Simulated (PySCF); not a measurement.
Excitations are Tamm–Dancoff values on a coarser integration grid. The basis has no diffuse functions, so Rydberg states are missing or too high.

Z-matrix (Å, degrees):
```
In
N 1 2.0432
H 2 1.0114 1 116.11
H 2 1.0115 3 108.38 1 132.08
N 1 2.0433 2 120.39 3 -31.35
H 5 1.0114 1 116.07 2 31.24
H 5 1.0115 6 108.36 1 -132.00
N 1 2.0439 2 119.66 3 154.86
H 8 1.0116 1 115.64 2 150.90
H 8 1.0116 9 108.29 1 131.58
```
Charge 0, multiplicity 1.

**Question.** Estimate the dipole moment, LUMO, total energy, HOMO, S1 excitation (TDA), S1–T1 gap (TDA), HOMO–LUMO gap and T1 excitation (TDA) that PBE-D3(BJ)/def2-TZVP // B3LYP-D3(BJ)/def2-TZVP (PySCF) returns for this input.

**Answer.** 
The dipole moment comes out as 0.96 D and the LUMO is -1.59 eV. The total energy is -357.8985 Ha and the HOMO is -5.38 eV. The S1 excitation (TDA) is 4.08 eV and the S1–T1 gap (TDA) is 0.53 eV. The HOMO–LUMO gap is 3.79 eV and the T1 excitation (TDA) comes out as 3.56 eV.
